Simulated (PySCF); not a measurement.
This PySCF input asks for the NMR shieldings of `CCCN[Si@H]([SiH3])SC`, C4H15NSSi2; the geometry comes from GFN2-xTB.

```python
import basis_set_exchange as bse
import numpy as np
from pyscf import gto, dft
from pyscf.prop import nmr

atoms = """
C    -3.228383    0.277984   -0.486601
C    -2.276628   -0.894443   -0.689570
C    -1.417783   -1.168053    0.549422
N    -0.570020   -0.067279    0.928613
Si    0.859255    0.318861    0.071614
Si    2.254479   -1.527855    0.097203
S     1.580856    2.021401    1.188150
C     3.074062    2.353470    0.214567
H    -3.847018    0.422318   -1.368881
H    -3.881298    0.096841    0.364791
H    -2.671463    1.195054   -0.308635
H    -1.613682   -0.686232   -1.531419
H    -2.846752   -1.796069   -0.921198
H    -2.067699   -1.421037    1.393165
H    -0.770129   -2.026469    0.347735
H    -1.081316    0.679492    1.375023
H     0.659322    0.892028   -1.282068
H     2.092459   -2.366771    1.287072
H     3.678217   -1.180495    0.019502
H     1.972031   -2.378035   -1.065008
H     3.747403    1.503850    0.275179
H     2.802983    2.547444   -0.818700
H     3.546353    3.230978    0.643061
"""
names = dict.fromkeys(["C", "N", "Si", "S", "H"], "pcSseg-1")
basis = {el: gto.basis.parse(bse.get_basis(n, elements=[el], fmt="nwchem")) for el, n in names.items()}
mol = gto.M(atom=atoms, basis=basis, charge=0, verbose=0)
mf = dft.RKS(mol, xc="PBE0")
mf.grids.level = 2
mf.grids.alignment = dft.numint.BLKSIZE   # the property module wants whole blocks of grid points
mf.conv_tol = 1e-9
mf.kernel()

calc = nmr.RKS(mf)   # GIAO
C = mf.mo_coeff
Co = C[:, mf.mo_occ > 0]
resp = mf.gen_response(singlet=True, hermi=2)
def vind(x):   # induced exchange potential for any number of trial vectors
    d = np.einsum("pi,xij,qj->xpq", C, 2 * x.reshape(-1, C.shape[1], Co.shape[1]), Co, optimize=True)
    return np.einsum("xpq,pi,qj->xij", resp(d - d.transpose(0, 2, 1)), C, Co, optimize=True).ravel()
mo1, _ = nmr.rhf.solve_mo1(calc, with_cphf=vind)
sigma = calc.kernel(mo1)
for i, s in enumerate(sigma):   # ppm
    w = np.linalg.eigvalsh((s + s.T) / 2)
    print("%2d %-2s iso %8.1f  s11 %8.1f  s22 %8.1f  s33 %8.1f" % (i, mol.atom_pure_symbol(i), w.mean(), *w))
```

Q: Give the expected output.

A: 
```
 0 C  iso    175.1  s11    160.4  s22    176.8  s33    188.0
 1 C  iso    157.3  s11    149.5  s22    152.9  s33    169.5
 2 C  iso    137.9  s11    116.1  s22    144.3  s33    153.4
 3 N  iso    240.5  s11    204.7  s22    253.9  s33    262.9
 4 Si iso    358.1  s11    299.7  s22    360.1  s33    414.5
 5 Si iso    475.1  s11    454.4  s22    480.1  s33    490.9
 6 S  iso    716.8  s11    602.8  s22    656.0  s33    891.8
 7 C  iso    175.7  s11    166.0  s22    169.8  s33    191.3
 8 H  iso     30.5  s11     26.0  s22     27.5  s33     38.1
 9 H  iso     31.2  s11     27.3  s22     28.3  s33     38.1
10 H  iso     30.4  s11     25.0  s22     31.3  s33     34.8
11 H  iso     30.3  s11     26.0  s22     30.2  s33     34.6
12 H  iso     30.4  s11     25.2  s22     29.0  s33     37.1
13 H  iso     28.9  s11     23.3  s22     28.0  s33     35.5
14 H  iso     28.7  s11     23.1  s22     30.0  s33     33.0
15 H  iso     30.8  s11     21.2  s22     31.7  s33     39.5
16 H  iso     25.6  s11     22.2  s22     24.9  s33     29.9
17 H  iso     28.3  s11     24.9  s22     26.4  s33     33.7
18 H  iso     28.3  s11     24.2  s22     27.3  s33     33.5
19 H  iso     28.3  s11     24.7  s22     26.5  s33     33.7
20 H  iso     29.8  s11     23.2  s22     28.8  s33     37.2
21 H  iso     29.8  s11     24.4  s22     27.6  s33     37.5
22 H  iso     29.7  s11     23.8  s22     26.6  s33     38.6
```

These numbers come from an equivalent density-fitted implementation of the same equations, which agrees with the script to about 0.01 ppm for H and up to a few tenths of a ppm for heavy atoms, so last digits may differ.

Q: Turn these shieldings into chemical shifts. Scale: ¹³C (σref 186.93) and ²⁹Si (σref 349.16) and ¹H (σref 31.72) vs TMS; NH3 for ¹⁵N (σref 267.73); ³³S (σref 503.73) against CS2 (reference shieldings calculated alike).

A: Averaging equivalent atoms: C 2: 49.0; C 1: 29.6; C 0: 11.9; C 7: 11.2; N 3: 27.2; Si 4: -8.9; Si 5: -126.0; S 6: -213; H 16: 6.07; H 17/18/19: 3.41; H 14: 3.00; H 13: 2.81; H 20/21/22: 1.97; H 11: 1.45; H 12: 1.30; H 8/9/10: 1.01; H 15: 0.92 ppm. Experimental scales use liquid or dissolved standards, which lie at an offset from isolated NH3 (liquid NH3: subtract about 20 ppm).

Size and cost of the density-fitted run: 232 basis functions, 96 s wall time on 1 thread of an Arm Neoverse N1, shared host; peak memory 1.1 GiB.
